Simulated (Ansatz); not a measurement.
Species: C$_{2}$H$_{3}$B, SMILES `BC#C` (charge 0, multiplicity 1), formula C2H3B.

**Question.** How many basis functions does frozen-core CCSD(T)/cc-pVTZ // M06-2X/def2-TZVP (Ansatz, a first-principles code) use, how many core orbitals are frozen, and how many electrons are correlated?

**Answer.** 132 basis functions and 3 frozen orbitals, which leaves 14 correlated electrons. Core time is of the order of seconds.
